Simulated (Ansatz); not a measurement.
Computed with Ansatz on PBE0-D4/def2-TZVP structures; ΔE is electronic, products minus reactants. CBS: MP2 limit from def2 TZ/QZ plus the TZ coupled-cluster correction, frozen cores. DFT in def2-TZVPP. B3LYP here is the variant with VWN-RPA as its local correlation; programs differ in this. Each species was taken in one conformer, which may not be the lowest.

Reaction (isomerisation): `O=C[SiH2]CS` → `C[Si]1(S)CO1`

CCSD(T)/CBS gives -1.71 eV.

**Question.** Another level gave -1.68 eV. Which?
A. B3LYP-D4/def2-TZVPP
B. HF/def2-TZVPP
C. ωB97X-V/def2-TZVPP
D. r2SCAN-D4/def2-TZVPP

**Answer.** C. ωB97X-V -1.68, r2SCAN-D4 -1.83, HF/def2-TZVPP -1.44, B3LYP-D4 -1.58 eV.

Largest T1 diagnostic among the species: 0.014.

In def2-TZVPP, CCSD(T) changes the Hartree–Fock value by −0.22 eV (the triples alone add −0.01 eV) and MP2 by −0.38 eV. From PBE to PBE0 (25 % exact exchange), in def2-TZVPP and without D4, ΔE moves by −0.08 eV.
